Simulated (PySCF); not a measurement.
# CdP: energy against distance

Set-up: basis Cd def2-SVP with ECP28, P def2-SVP; scalar-relativistic core potentials; PySCF 2.14. Energies in eV from Cd + P in their ground configurations at the same level. State: ⁴Σ⁻ (quartet), unpaired electrons σ ↑, π ↑↑.

All columns are BP86. A positive dipole means Cd(−)P(+).

| R (Å) | E (eV) | μ (D) | Mulliken charge on Cd (basis-dependent) | HOMO (eV) | LUMO (eV) | Mayer bond order | ⟨S²⟩ |
| --- | --- | --- | --- | --- | --- | --- | --- |
| 2.335 | -0.008 | -0.17 | 0.06 | -4.39 | -4.27 | 1.07 | 3.75 |
| 2.443 | -0.197 | -0.31 | 0.07 | -4.49 | -4.14 | 0.99 | 3.75 |
| 2.552 | -0.295 | -0.43 | 0.07 | -4.58 | -4.02 | 0.90 | 3.75 |
| 2.634 | -0.328 | -0.51 | 0.08 | -4.66 | -3.95 | 0.84 | 3.75 |
| 2.715 | -0.339 | -0.56 | 0.08 | -4.73 | -3.88 | 0.78 | 3.75 |
| 2.796 | -0.334 | -0.60 | 0.07 | -4.80 | -3.83 | 0.72 | 3.76 |
| 2.905 | -0.313 | -0.63 | 0.07 | -4.89 | -3.77 | 0.64 | 3.76 |
| 3.041 | -0.274 | -0.63 | 0.06 | -5.01 | -3.71 | 0.55 | 3.75 |
| 3.204 | -0.223 | -0.58 | 0.04 | -5.14 | -3.72 | 0.44 | 3.75 |
| 3.421 | -0.162 | -0.48 | 0.02 | -5.30 | -3.75 | 0.33 | 3.75 |

A fit through these points gives, at Re = 2.725 Å, μ = -0.57 D and dμ/dR = -0.565 D/Å; the reduced mass is 24.35 u.

**Question.** How strong is the fundamental in the double-harmonic approximation, I = 42.26·(dμ/dR)²/μred km/mol?

**Answer.** I = 42.26·(-0.565)²/24.35 = 0.554 km/mol at BP86.

The bond is weak. Basis-set superposition, not corrected here, can be much of De in a small basis, most of all at correlated wavefunction levels. Functionals without a dispersion term scatter widely for such bonds, and LDA overbinds them. Spin–orbit coupling is left out. The state is the lowest determinant that a PBE0 search found; another state may lie lower at other levels.
